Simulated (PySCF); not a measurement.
Molecule: `C(CC#C)SCC`, C6H10S.

Geometry (Å), atoms numbered from 1 in this order:
```xyz
17

C     3.6377   -0.0683    1.5355
C     2.8879   -0.3213    0.6382
C     1.9487   -0.6142   -0.4245
C     0.5289   -0.2587    0.0042
S    -0.6327   -0.6393   -1.3581
C    -2.2205   -0.3505   -0.5099
C    -2.4928    1.1181   -0.2451
H     4.3129    0.1460    2.3087
H     2.0013   -1.6768   -0.6768
H     2.2154   -0.0391   -1.3154
H     0.2263   -0.8437    0.8747
H     0.4558    0.8048    0.2351
H    -2.9688   -0.7664   -1.1841
H    -2.2108   -0.9312    0.4136
H    -1.7627    1.5336    0.4460
H    -2.4515    1.6831   -1.1734
H    -3.4823    1.2360    0.1924
```

Frames of a GFN2-xTB Langevin trajectory at 300 K; GIAO PBE0/pcSseg-1 shieldings in PySCF, gas phase, non-relativistic; equivalent atoms averaged within each frame.

δ = σ(ref) − σ, references computed at the same level: TMS for ¹³C (σref 186.93), ¹H (σref 31.72); ³³S (σref 503.73) vs CS2. The references are static minima.

Q: How do the shifts (ppm) fluctuate along the trajectory?

A: 
```csv
time (fs),C2,C1,C4,C6,C7,C3,S5,H11/H12,H9/H10,H15/H16/H17
250,88.8,78.3,38.9,28.9,24.3,24.2,57,3.61,2.70,2.25
425,92.0,78.6,33.4,32.2,18.2,25.8,-21,2.15,3.16,1.00
625,86.1,76.7,39.8,41.3,13.6,20.1,90,2.15,2.02,0.74
800,89.6,72.4,36.7,22.8,19.1,19.9,-8,3.09,2.66,1.27
1000,94.4,83.2,53.1,43.7,15.5,24.6,46,3.25,3.26,1.16
mean of frames,90.2,77.9,40.4,33.8,18.1,22.9,33,2.85,2.76,1.28
standard deviation,3.2,3.9,7.5,8.7,4.1,2.7,46,0.67,0.50,0.58
```

5 frames give an uncertainty of the mean of about the standard deviation over 2.2 at best, since frames this close in time may not be independent; classical motion lacks zero-point vibration, and the reference would need the same averaging.
